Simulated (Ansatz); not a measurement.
Relaxation of CH₅FGe (8 atoms, charge 0, multiplicity 1), to a largest force component of 0.03 eV/Å in at most 50 steps.

Method: RHF/def2-SVP (Ansatz 0.2.0).

```xyz
8
Properties=species:S:1:pos:R:3
Ge 0.129 -0.006 0.027
F 0.766 -0.257 1.580
H 1.579 0.167 -0.401
H -0.732 1.256 0.017
C -0.834 -1.572 -0.598
H -1.686 -1.774 0.054
H -1.210 -1.409 -1.610
H -0.182 -2.446 -0.603
```

Problem. Where does it end, and by what steps?

Solution. The forces met the threshold. After 4 steps the energy has fallen by 0.401 eV; H3 moved furthest, 0.27 Å.

| step | energy less start (eV) | largest force component (eV/Å) | accepted |
| --- | --- | --- | --- |
| 0 | 0.0000 | 2.190 | yes |
| 1 | -0.3720 | 0.341 | yes |
| 2 | -0.3650 | 0.342 | no |
| 3 | -0.3953 | 0.086 | yes |
| 4 | -0.4012 | 0.022 | yes |

```xyz
8
Properties=species:S:1:pos:R:3
Ge 0.180 -0.015 0.057
F 0.582 -0.320 1.717
H 1.514 0.192 -0.662
H -0.656 1.267 0.061
C -0.803 -1.564 -0.583
H -1.666 -1.753 0.056
H -1.155 -1.397 -1.603
H -0.166 -2.450 -0.576
```

The run took 11 s on 1 thread of Arm Neoverse V2, on a shared host, peak memory 0.16 GiB.
